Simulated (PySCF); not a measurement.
Bonding in `N#CCP([SiH3])CP`

Species: C3H9NP2Si.
Atom-mapped SMILES: `[N:1]#[C:2][CH2:3][P:4]([SiH3:5])[CH2:6][PH2:7]` (hydrogens: H8, H9 on C3; H10, H11, H12 on Si5; H13, H14 on C6; H15, H16 on P7)

Geometry (GFN2-xTB, Å), atoms numbered from 1 in this order:
```
atom  x, y, z in Å
N1    -0.421    1.916   -2.036
C2    -0.337    1.828   -0.897
C3    -0.235    1.648    0.516
P4    -0.381   -0.163    0.995
Si5   -2.141   -0.794   -0.258
C6     0.989   -0.843   -0.069
P7     2.609   -0.273    0.660
H8    -1.033    2.195    1.028
H9     0.736    2.011    0.871
H10   -2.434   -2.157    0.184
H11   -3.234    0.115    0.085
H12   -1.884   -0.779   -1.696
H13    0.906   -0.481   -1.098
H14    0.925   -1.934   -0.063
H15    2.528   -1.085    1.789
H16    3.400   -1.195   -0.023
```

Bond orders from the PBE0/pcSseg-1 density (PySCF). The structure is a single GFN2-xTB conformer in the gas phase; no vibrational or solvent corrections.

Task: Where do the orders between heavy atoms depart from those drawn in the SMILES?

Result: The largest departure is 0.114, at P4–Si5 (drawn single, 0.886).

Task: Set the Mayer orders of the bonds between heavy atoms beside their lengths.

Result: 
```
  bond  drawn as  length (Å)  Mayer order
 N1–C2    triple       1.145        2.989
 C2–C3    single       1.428        1.013
 C3–P4    single       1.879        0.923
P4–Si5    single       2.251        0.886
 P4–C6    single       1.863        0.949
 C6–P7    single       1.866        0.961
```

By pair of heavy elements: C–P: lowest C3–P4 (0.923, 1.879 Å), highest C6–P7 (0.961, 1.866 Å).

Task: And the bonds to hydrogen?

Result: C–H: 0.90 to 0.93 (4 bonds); H–Si: 0.93 to 0.94 (3 bonds); H–P: 0.95 (2 bonds).

Task: Sum the orders of all bonds at each heavy atom with more than one neighbour and set the sums beside the valence in the SMILES.

Result: C2 4.002 (drawn 4), C3 3.757 (drawn 4), P4 2.758 (drawn 3), Si5 3.692 (drawn 4), C6 3.753 (drawn 4), P7 2.857 (drawn 3). Orders between atoms that aren't bonded are not in these sums.

Mayer orders depend on the basis set.
